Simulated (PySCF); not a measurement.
Vertical excitations of a molecule C3H10InN from PySCF with TDA-ωB97X/def2-SVPD, as energy in eV (oscillator strength): 4.57 (0.146), 5.42 (0.033), 5.92 (0.000), 5.99 (0.013), 6.12 (0.006), 6.69 (0.006), 7.13 (0.021), 7.27 (0.044), 7.36 (0.062), 7.70 (0.005). Lowest triplet (TDA): 3.62 eV. Coordinates come from a B3LYP-D3(BJ)/def2-SVP optimisation. The def2 effective core potentials stand for the cores of In; spin–orbit coupling is left out. Other conformers were not sampled.

Q: Which molecule gave these data?
A) CC[N](C)[InH2]
B) [CH3][InH][N](C)C
C) C[CH2][In]([CH3])[NH2]
D) CC(C)[NH][InH2]

A: A, CC[N](C)[InH2]
